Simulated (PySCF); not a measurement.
**SrSb: energy against distance**

Set-up: PySCF, scalar-relativistic core potentials, basis sets Sr def2-SVPD with ECP28, Sb def2-SVPD with ECP28. Energies in eV from Sr + Sb in their ground configurations at the same level. State: ⁴Σ⁻ (quartet), unpaired electrons σ ↑, π ↑↑.

| R (Å) | revPBE | UHF-MP2 | M06 |
| --- | --- | --- | --- |
| 2.813 | -0.4364 | 0.0945 | -0.3183 |
| 2.944 | -0.7312 | -0.2394 | -0.6163 |
| 3.075 | -0.8940 | -0.4264 | -0.7826 |
| 3.173 | -0.9544 | -0.4977 | -0.8459 |
| 3.271 | -0.9763 | -0.5257 | -0.8716 |
| 3.369 | -0.9698 | -0.5219 | -0.8695 |
| 3.500 | -0.9301 | -0.4828 | -0.8375 |
| 3.663 | -0.8499 | -0.4027 | -0.7696 |
| 3.860 | -0.7326 | -0.2912 | -0.6710 |
| 4.122 | -0.5727 | -0.1577 | -0.5393 |

Put a parabola through the three lowest points of the revPBE curve and estimate Re, k and ωe (reduced mass 50.9 u; 1 eV/Å² = 0.16022 mdyn/Å; ωe = 1302.8·√(k/μ) cm⁻¹).

Through R = 3.173, 3.271, 3.369 Å the second-order coefficient is 1.48 eV/Å², so Re ≈ 3.298 Å, k ≈ 0.474 mdyn/Å and ωe ≈ 126 cm⁻¹. A polynomial fit of higher order to the unrounded revPBE energies gives Re = 3.293 Å, k = 0.438 mdyn/Å, ωe = 121 cm⁻¹; anharmonicity and rounding make the difference.

The higher-order fit for each curve: revPBE: Re = 3.293 Å, ωe = 121 cm⁻¹, De = 0.98 eV; UHF-MP2: Re = 3.305 Å, ωe = 125 cm⁻¹, De = 0.53 eV; M06: Re = 3.310 Å, ωe = 115 cm⁻¹, De = 0.87 eV.

Correlated steps freeze 4 core orbitals. Correlated levels converge slowly with the basis: in double zeta they bind strong bonds too weakly, by up to about 1 eV, and carry superposition errors of some tenths. These are scalar-relativistic numbers at best; spin–orbit coupling would shift them, the dissociation energy most. The state was picked by a PBE0 search and need not be the measured ground state.
